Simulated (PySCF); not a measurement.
**[Bi(NH2)]2+ at several levels of theory**

Computed with PySCF 2.14.0 (density fitting, no spin-orbit coupling) at the geometry relaxed with BP86:

```xyz
4
[Bi(NH2)]2+ (singlet)
Bi    0.0000    0.0000   -0.1085
N     0.0000    0.0000    1.9444
H     0.8612    0.0000    2.5451
H    -0.8612    0.0000    2.5451
```

```
level                                              basis    state  HOMO (eV)  gap (eV)  charge on Bi1 (e)  dipole about the centre of mass (D)  largest force component (eV/Å)
 BP86     Bi def2-SVP with ECP60, N def2-SVP, H def2-SVP  singlet     -19.66      1.83               1.73                                 3.52                            0.01
wB97X                                           the same  singlet     -22.79      8.07               1.80                                 2.89                            1.26
B3LYP                                           the same  singlet     -20.40      3.22               1.76                                 3.29                            0.37
 TPSS                                           the same  singlet     -19.52      1.98               1.75                                 3.41                            0.14
 BP86  Bi def2-TZVP with ECP60, N def2-TZVP, H def2-TZVP  singlet     -19.62      1.83               1.75                                 3.54                            0.75
 BP86          Bi x2c-SVPall, N x2c-SVPall, H x2c-SVPall  singlet     -19.67      1.82               1.77                                 3.50                            0.35
```

Charges are Mulliken's, which hang on the basis. The relaxation used the grid (50, 194), these runs (75, 302) or, all-electron (x2c bases, spin-free X2C Hamiltonian), (99, 590).

Problem. What does HF with Bi def2-SVP with ECP60, N def2-SVP, H def2-SVP give here?

Solution. state singlet, HOMO (eV) -22.97, gap (eV) 9.39, charge on Bi1 (e) 1.95, dipole about the centre of mass (D) 2.22, largest force component (eV/Å) 1.89. Time: 0.4 s on 2 threads of Arm Neoverse V1, with other jobs on the host, from an already converged density.

In the first row's basis the gap widens with exact exchange: 1.8 to 2.0 eV for BP86, TPSS (none); 3.2 eV for B3LYP (a fixed share); 8.1 to 9.4 eV for wB97X, Hartree–Fock (rising or full at long range).
